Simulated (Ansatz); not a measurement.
A calculation with Ansatz (development build ahead of 0.2.0).

```yaml
crystal:
  periodic: [false, false, false]
  atoms:
    - { symbol: Be, position_ang: [1.04968, 0.00087, 0.00037] }
    - { symbol: Be, position_ang: [-1.05036, 0.00039, -0.00085] }
    - { symbol: Be, position_ang: [0.00057, 1.79946, 0.00061] }
    - { symbol: Be, position_ang: [0.00043, -1.80074, 0.00051] }
basis:
  gaussian: { orbitals: "6-31G" }
magnetization:
  spin_polarized: true
  initial_magnetization: 2
hamiltonian:
  xc: hf
output:
  forces: true
```

The input is written out in the form of the current development build from the run's settings.

The run gave:

```json
{
  "Converged": "yes",
  "Total energy": "-58.31429 hartree"
}
```

Forces (eV/Å):
| atom | Fx | Fy | Fz |
| --- | --- | --- | --- |
| Be1 | -0.098 | 0.654 | 0.000 |
| Be2 | 0.103 | 0.659 | 0.000 |
| Be3 | -0.004 | -0.448 | 0.000 |
| Be4 | -0.001 | -0.865 | 0.000 |
